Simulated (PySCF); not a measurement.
# O+: ionisation energy

O+ [He] 2s2 2p3 (4S) → O(2+) [He] 2s2 2p2 (3P), as a difference of total energies. All numbers are calculated (PySCF 2.14, no relativity, point nucleus, in 6-31G* (3s2p1d, 14 functions)). Correlated levels: valence: 1s2 frozen. The calculations carry no spin-orbit coupling.

| method | ionisation energy (eV) | error (eV) |
| --- | --- | --- |
| UHF | 34.661 | -0.460 |
| M06-L | 35.504 | +0.383 |
| MN15 | 35.361 | +0.240 |
| MP2 (valence) | 35.033 | -0.088 |
| SCS-MP2 (valence) | 34.860 | -0.261 |
| CCSD (valence) | 34.851 | -0.270 |
| CCSD(T) (valence) | 34.853 | -0.268 |

Reference: 35.121 eV (measured; NIST Atomic Spectra Database, ionization energies).

Errors of the correlated levels include the incompleteness of this basis and the frozen core.
